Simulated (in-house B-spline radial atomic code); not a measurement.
Configurations of Tc VIII (Tc7+), with energies counted from [Ar] 3d10 4s2 4p6. All numbers are computed (scalar-relativistic (X2C) AM05, spin-polarised, spherical fractional occupations; Fermi nucleus of rms radius 4.41117 fm) with an all-electron radial atomic-structure program (B-spline basis), not measured. Shells without spins written out take the highest spin.

Occupations are held fixed; configurations that lie above the ionisation limit could autoionise.

| configuration | E - E(ref) (eV) | highest orbital | its <r> (bohr) |
| --- | --- | --- | --- |
| [Ar] 3d10 4s1 4p6 4d1 | 73.843 | 4d up | 1.253 |
| [Ar] 3d10 4s2 4p5 5p1 | 80.172 | 5p up | 2.225 |
| [Ar] 3d10 4s1 4p6 5s1 | 100.22 | 5s up | 2.043 |
| [Ar] 3d10 4s1 4p6 5p1 | 110.46 | 5p up | 2.221 |
| [Ar] 3d10 4s(1 up, 0 down) 4p6 4f(0 up, 1 down) | 117.28 | 4f down | 1.666 |
| [Ar] 3d(4 up, 5 down) 4s2 4p6 4d(0 up, 1 down) | 267.4 | 4d down | 1.222 |
| [Ar] 3d9 4s2 4p6 5f1 | 336.66 | 5f up | 3.188 |

Problem. Order these further configurations by energy, lowest first.
A. [Ar] 3d9 4s2 4p6 5d1
B. [Ar] 3d10 4s1 4p6 5d1
C. [Ar] 3d9 4s2 4p6 4f1
D. [Ne] 3s2 3p(3 up, 2 down) 3d10 4s2 4p6 5d(0 up, 1 down)
E. [Ar] 3d10 4s1 4p6 4f1

Solution. E (116.56 eV), B (125.89 eV), C (311.76 eV), A (321.14 eV), D (485.44 eV).

Problem. How far above the reference does [Ne] 3s2 3p(3 up, 2 down) 3d10 4s2 4p6 4f(1 up, 0 down) lie?

Solution. 475.92 eV; its least bound orbital is 4f up with <r> = 1.6 bohr.

Problem. How far above the reference does [Ar] 3d9 4s2 4p6 5s1 lie?

Solution. 295.33 eV; its least bound orbital is 5s up with <r> = 2.023 bohr.
